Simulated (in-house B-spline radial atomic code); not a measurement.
Whole-atom quantities along the 3-electron series, configuration [He] 2s1. Breit and QED terms are first order and not part of the total energy; the density at the nucleus is averaged over the nuclear charge. Computed with a B-spline radial code for spherical atoms: Dirac-Hartree-Fock, average of the configuration, finite nuclei.

```
  ion   Z  E/Z² (Eh)  Σ<r²> (bohr²)  n(0)/Z³ (bohr⁻³)  Lamb diamagnetic shielding (ppm)  repulsion over attraction  Breit energy (eV)  self-energy (eV)  vacuum polarisation (eV)  Dirac less non-relativistic energy (Eh)
   Li   3   -0.82595         18.629           0.51362                            101.47                    0.13302          0.0071416         0.0032902               -0.00011405                              -0.00080616
  Be+   4   -0.89251         6.5522           0.55172                            141.57                    0.10455            0.01877          0.010085               -0.00038329                               -0.0028198
  B2+   5   -0.93533         3.4101           0.57742                             181.6                   0.085478           0.039006          0.023632               -0.00096903                               -0.0073392
  C3+   6   -0.96505         2.1025           0.59641                            221.64                   0.072135           0.070245           0.04691                 -0.002053                                -0.015901
  N4+   7   -0.98688         1.4288           0.61153                            261.72                   0.062342            0.11488          0.083202                -0.0038567                                -0.030413
  O5+   8    -1.0036         1.0351           0.62425                            301.83                   0.054866            0.17533           0.13604                -0.0066402                                -0.053158
  F6+   9    -1.0169        0.78469            0.6354                            341.99                   0.048979            0.25399           0.20919                 -0.010702                                -0.086794
 Ne7+  10    -1.0277        0.61541           0.64571                            382.21                   0.044226            0.35327           0.30657                  -0.01638                                 -0.13436
 Mg9+  12    -1.0442         0.4076           0.66517                            462.84                   0.037026            0.62343           0.59056                 -0.034118                                 -0.28534
Al10+  13    -1.0508         0.3411           0.67469                            503.27                   0.034235            0.79917           0.78577                 -0.047042                                 -0.39675
Si11+  14    -1.0565        0.28961           0.68406                            543.78                   0.031834             1.0053            1.0224                 -0.063308                                 -0.53806
 P12+  15    -1.0616        0.24892           0.69349                            584.39                   0.029746             1.2442             1.305                 -0.083443                                 -0.71426
 S13+  16    -1.0661        0.21621           0.70305                            625.09                   0.027913             1.5184            1.6383                  -0.10801                                 -0.93071
Cl14+  17    -1.0702        0.18951           0.71268                             665.9                   0.026292             1.8304            2.0271                  -0.13762                                  -1.1932
Ar15+  18    -1.0739        0.16744           0.72272                            706.82                   0.024848             2.1827            2.4762                  -0.17292                                  -1.5078
 K16+  19    -1.0774        0.14898           0.73332                            747.87                   0.023553             2.5778            2.9906                   -0.2146                                  -1.8813
Ca17+  20    -1.0806        0.13339           0.74411                            789.04                   0.022385             3.0182            3.5752                  -0.26337                                  -2.3206
Sc18+  21    -1.0835         0.1201           0.75513                            830.35                   0.021327             3.5064            4.2353                  -0.32002                                  -2.8331
Ti19+  22    -1.0863        0.10868           0.76667                             871.8                   0.020364              4.045            4.9761                  -0.38536                                  -3.4267
 V20+  23     -1.089       0.098796           0.77893                             913.4                   0.019483             4.6367            5.8027                  -0.46025                                  -4.1097
Cr21+  24    -1.0915       0.090182           0.79139                            955.16                   0.018674             5.2839            6.7205                   -0.5456                                  -4.8908
Mn22+  25    -1.0939        0.08263           0.80422                            997.09                   0.017929             5.9893            7.7351                  -0.64236                                  -5.7792
```

Question: With what power of Z does the column «Breit energy (eV)» change over this range?

Answer: A fit of the logarithm of its size against log Z from Z = 3 to 25 has slope 3.15.
